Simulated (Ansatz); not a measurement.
Reaction (redistribution): `O[SiH]([SiH3])Cl` + `[OH][SbH][SiH3]` → `O[SiH](O)[SiH3]` + `[SiH3][SbH][Cl]`

Gas-phase electronic energies from Ansatz, PBE0-D4/def2-TZVP geometries. CBS: MP2 limit from def2 TZ/QZ plus the TZ coupled-cluster correction, frozen cores. This one scheme is used for every species. Functionals use def2-TZVPP. HSE06 is defined as in plane-wave codes. Elements past krypton have def2 core potentials. For Sb outer-core shells are correlated without core-valence functions, which leaves a few kJ/mol of doubt a bond. One conformer a species, not always the lowest.

`O[SiH]([SiH3])Cl`:

```xyz
9

O    -0.044   -1.756   -0.801
Si    0.225   -0.140   -0.827
Si   -0.118    0.659    1.341
Cl   -1.111    0.799   -2.096
H     0.054   -2.247   -1.619
H     1.564    0.170   -1.392
H     0.833    0.016    2.286
H    -1.513    0.370    1.761
H     0.109    2.129    1.346
```

`[OH][SbH][SiH3]`:

Z-matrix (Å, degrees):
```
Si
Sb 1 2.580
H 1 1.489 2 108.7
H 1 1.486 2 109.4 3 -118.5
H 1 1.485 2 110.8 3 120.6
O 2 1.984 1 92.4 3 -163.3
H 2 1.717 1 90.2 3 -68.1
H 6 0.960 2 109.5 1 -146.8
```

`O[SiH](O)[SiH3]`:

Cartesian coordinates in Å:
```
O -0.922 1.568 -0.809
Si 0.354 0.664 -0.290
O 1.125 -0.118 -1.518
Si -0.309 -1.046 1.169
H -1.670 1.102 -1.187
H 1.247 1.674 0.334
H 1.578 0.417 -2.173
H -1.313 -1.922 0.502
H -0.940 -0.462 2.384
H 0.849 -1.879 1.588
```

`[SiH3][SbH][Cl]`:

Cartesian coordinates in Å:
```
Si -0.387 -0.790 0.467
Sb 0.064 1.715 0.017
Cl 2.311 1.311 -0.613
H 0.316 -1.174 1.717
H 0.099 -1.616 -0.666
H -1.851 -0.986 0.651
H -0.552 1.539 -1.573
```

Problem. Is it downhill or uphill in electronic energy at CCSD(T)/CBS, and by how much? (Best estimate.)

Solution. Computed: Downhill: ΔE = -68.8 kJ/mol.

Problem. What do these levels give: LDA (SPW92), HSE06-D4, CAM-B3LYP-D4, revPBE, CCSD(T)/def2-TZVPP, MP2/def2-QZVPP? (Best estimate.)

Solution. Computed: LDA (SPW92) -69.1, HSE06-D4 -69.3, CAM-B3LYP-D4 -71.9, revPBE -62.5, CCSD(T)/def2-TZVPP -67.9, MP2/def2-QZVPP -68.3 kJ/mol.

Problem. What do rigid-rotor, harmonic-oscillator terms from PBE0-D4/def2-TZVP frequencies (298.15 K, 1 bar) make of the CCSD(T)/CBS value? (An estimate is asked.)

Solution. Computed: ΔZPE = +1.7 kJ/mol, ΔH = -67.7 kJ/mol, ΔS = -5 J/(mol·K), ΔG = -66.3 kJ/mol.

Largest T1 diagnostic among the species: 0.014.

In def2-TZVPP, CCSD(T) changes the Hartree–Fock value by +13.0 kJ/mol (the triples alone add +2.3 kJ/mol) and MP2 by +13.0 kJ/mol. Leaving LDA and LC-ωPBE aside and taking each functional with its dispersion term where it has one, the values, not all of them listed here, spread over 14.9 kJ/mol, from BHLYP-D4 to revPBE-D4. LDA lies −5.0 kJ/mol from PBE without D4. From r2SCAN to r2SCAN0 (25 % exact exchange), in def2-TZVPP and without D4, ΔE moves by −4.7 kJ/mol.
